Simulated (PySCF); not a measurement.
A structure optimised at B3LYP-D3(BJ)/def2-SVP, used in a PySCF frequency run:

```xyz
5

Ti     0.0000     0.0000     0.0000
F     -1.0015     1.0015    -1.0015
F      1.0015     1.0015     1.0015
F      1.0015    -1.0015    -1.0015
F     -1.0015    -1.0015     1.0015
```
Charge 0, spin multiplicity 1.

Problem. Write its SMILES, formula and point group.

Solution. [F][Ti]([F])([F])[F], F4Ti, Td

Problem. What are its rotational constants (standard atomic weights)?

Solution. 3.3152, 3.3152, 3.3152 GHz
